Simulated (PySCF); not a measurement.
Sn(Cl)(Br)(OH)2 (BrClH2O2Sn), SMILES [OH][Sn]([Br])([OH])[Cl].

Coordinates come from a PBE0-D3(BJ)/def2-SVP optimisation. The structure was generated by enumeration; whether it is a known compound was not checked. The def2 effective core potentials stand for the cores of Sn; spin–orbit coupling is left out. One conformer was computed; it need not be the lowest.

Computed with PBE/def2-TZVP (PySCF).

The molecule is in vacuum.

- total energy: -3399.79405 hartree
- highest occupied level: -7.62 eV
- lowest empty level: -3.64 eV
- orbital gap: 3.98 eV
- dipole moment: 1.60 D
- quadrupole, principal values (traceless, Buckingham form, about the centre of nuclear charge): -6.60, 1.47, 5.14 D·Å
- mean static polarisability: 79.0 bohr³ (11.70 Å³)
- polarisability, principal values: 66.9, 77.3, 92.7 bohr³
